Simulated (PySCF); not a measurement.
C4H10OSi, SMILES C[C@@]1([SiH3])CCO1.

Geometry optimised at B3LYP-D3(BJ)/def2-SVP. The structure was generated by enumeration; whether it is a known compound was not checked.

The numbers are results of B3LYP-D3(BJ)/def2-SVP (PySCF), not measurements.

Frequencies are harmonic and unscaled.

```csv
mode,ν (cm⁻¹),IR (km/mol),moving atoms (share of kinetic energy)
1,100,0.6,"C 42 %, H 42 %, Si 10 %"
2,161,0.9,"H 82 %, C 9 %"
3,210,2.3,"H 59 %, O 22 %, C 14 %"
4,215,0.3,"C 44 %, H 38 %, Si 13 %"
5,241,1.3,"H 76 %, C 13 %, O 10 %"
6,343,2.5,"H 38 %, C 36 %, Si 22 %"
7,356,4.5,"O 29 %, H 29 %, C 25 %, Si 16 %"
8,532,6.1,"C 46 %, H 30 %, Si 16 %"
9,635,39.3,"H 75 %, Si 13 %"
10,646,23.5,"H 73 %, C 13 %, Si 13 %"
11,756,0.1,"H 63 %, C 31 %"
12,829,1.5,"H 58 %, C 35 %"
13,871,37.0,"O 48 %, H 28 %, C 24 %"
14,903,7.3,"C 59 %, H 40 %"
15,926,252.5,"H 88 %, Si 10 %"
16,950,40.9,H 96 %
17,955,45.2,H 96 %
18,984,1.8,"C 54 %, H 44 %"
19,994,3.8,"H 64 %, C 33 %"
20,1041,100.5,"C 49 %, O 44 %"
21,1102,9.8,"C 56 %, H 38 %"
22,1161,1.6,"H 72 %, C 22 %"
23,1185,0.9,"C 69 %, H 30 %"
24,1196,1.7,"H 70 %, C 29 %"
25,1233,2.5,"H 54 %, C 46 %"
26,1259,5.3,"H 59 %, C 41 %"
27,1345,1.2,"H 70 %, C 29 %"
28,1387,5.4,"H 75 %, C 25 %"
29,1450,5.1,H 96 %
30,1463,6.8,H 94 %
31,1473,2.1,H 93 %
32,1510,0.8,"H 90 %, C 10 %"
33,2202,114.0,H 97 %
34,2226,85.3,H 97 %
35,2234,110.7,H 96 %
36,3014,84.6,H 95 %
37,3019,11.3,H 97 %
38,3061,18.2,H 93 %
39,3066,36.8,"H 91 %, C 9 %"
40,3103,18.0,"H 91 %, C 9 %"
41,3113,12.7,"H 91 %, C 9 %"
42,3120,20.8,"H 90 %, C 10 %"
```
